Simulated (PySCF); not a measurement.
NbSF2Cl, SMILES [Cl][Nb]([F])([F])=[S], multiplicity 1.

Geometry optimised at B3LYP-D3(BJ)/def2-SVP. The spin state was assumed, not searched. The def2 effective core potentials stand for the cores of Nb; spin–orbit coupling is left out.

Two levels are set side by side: TDA-PBE/def2-SVPD (PySCF) and TDA-M06-2X/def2-SVPD (PySCF). Vertical, same geometry. The lowest singlet is HOMO→LUMO 62 %, HOMO−1→LUMO+1 38 % with PBE and HOMO−1→LUMO 60 %, HOMO→LUMO+1 34 % with the other functional; states are paired by order. Differences are taken from unrounded values.

```json
[
 {"quantity": "lowest singlet excitation (eV)", "TDA-M06-2X": "3.54"},
 {"quantity": "lowest triplet excitation (TDA) (eV)", "TDA-M06-2X": "3.07"}
]
```

Question: What does TDA-PBE give, and how far is it from TDA-M06-2X? (Estimate from the structure and the level; the computed values follow.)

Answer: 
```
quantity                              TDA-PBE  TDA-PBE minus TDA-M06-2X
------------------------------------  -------  ------------------------
lowest singlet excitation (eV)           3.51                     -0.03
lowest triplet excitation (TDA) (eV)     3.05                     -0.02
```

Here PBE gives about what the other level gives.

Rough cost on one machine, each run with all the roots and properties that it gave: TDA-M06-2X against TDA-PBE about 4 times.
